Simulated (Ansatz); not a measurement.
Program: Ansatz. Geometries: PBE0-D4/def2-TZVP. ΔE: electronic, gas phase. CCSD(T)/CBS adds triple-zeta CCSD(T) − MP2 to the extrapolated MP2 energy (def2 sets, frozen cores). DFT in def2-TZVPP. For Se outer-core shells are correlated without core-valence functions, which leaves a few kJ/mol of doubt a bond. Scalar relativity is left out up to krypton. One conformer a species, not always the lowest.

Reaction (redistribution): `COB(C)[SeH]` + `B[SeH]` → `BB(C)OC` + `[SeH][SeH]`

`COB(C)[SeH]`:

```xyz
12

C     1.288   -0.574    1.539
O     0.540   -0.841    0.371
B    -0.211    0.090   -0.254
C    -1.005   -0.301   -1.543
Se   -0.273    1.918    0.496
H     0.634   -0.256    2.356
H     2.034    0.205    1.355
H     1.796   -1.493    1.827
H    -0.846   -1.349   -1.803
H    -0.701    0.316   -2.394
H    -2.078   -0.137   -1.409
H    -1.179    2.422   -0.541
```

`B[SeH]`:

Z-matrix (Å, degrees):
```
B
Se 1 1.899
H 1 1.189 2 121.0
H 1 1.191 2 115.7 3 180.0
H 2 1.470 1 97.7 3 0.0
```

`BB(C)OC`:

Cartesian coordinates in Å:
```
B 0.748 1.168 -0.825
B 0.038 -0.272 -0.312
C -0.061 -1.482 -1.318
O -0.483 -0.472 0.925
C -0.491 0.547 1.898
H 0.140 2.012 -1.423
H 1.923 1.382 -0.693
H -0.893 -1.302 -2.010
H -0.258 -2.423 -0.799
H 0.830 -1.600 -1.940
H -1.523 0.825 2.127
H -0.017 0.177 2.809
H 0.047 1.441 1.560
```

`[SeH][SeH]`:

```xyz
4

Se    0.871   -0.761    0.527
Se   -0.457    1.137    0.337
H    -0.193   -1.738    0.236
H    -0.221    1.363   -1.099
```

CCSD(T)/CBS gives +2.05 eV.

(1) Another level gave +2.01 eV. Which?
A. r2SCAN-D4/def2-TZVPP
B. B2PLYP/def2-TZVPP
C. MP2/def2-TZVPP
D. SCS-MP2/def2-TZVPP

Largest T1 diagnostic among the species: 0.013.

## Answers

(1) A. r2SCAN-D4 2.01, B2PLYP 1.95, MP2/def2-TZVPP 2.20, SCS-MP2/def2-TZVPP 2.07 eV.

The D4 term adds +0.05 eV with B3LYP and +0.02 eV with PBE0; it sums over pairs of atoms, weighted by their polarisabilities, and B3LYP, whose exchange is more repulsive, gets the larger term. In def2-TZVPP, CCSD(T) changes the Hartree–Fock value by +0.27 eV (the triples alone add +0.05 eV) and MP2 by +0.40 eV.

B3LYP here is the variant with VWN-RPA as its local correlation; programs differ in this.
